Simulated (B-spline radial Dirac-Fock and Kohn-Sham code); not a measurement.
**L2 emission of Rh³⁺**

System: rhodium as Rh³⁺, [Kr] 4d6.

Calculated with a radial B-spline solver, using independent-particle radiative and Coulomb Auger rates from relativistic LDA hole-state orbitals, with Dirac-Fock energies.

| line | multipole | energy (eV) | width (meV) | share (%) |
| --- | --- | --- | --- | --- |
| L2-M1 | E1 | 2517.4 | 2.53 | 2.56 |
| L2-M4 | E1 | 2836.2 | 89.8 | 91.0 |
| L2-N1 | E1 | 3062.6 | 0.501 | 0.507 |
| L2-N4 | E1 | 3151.7 | 5.87 | 5.94 |

The listed lines hold 100.0 % of the radiative rate. The radiative width is 0.0987 eV in the length form and 0.101 eV in the velocity form; the two differ because the transition energies are not eigenvalue differences of the potential that gave the orbitals.
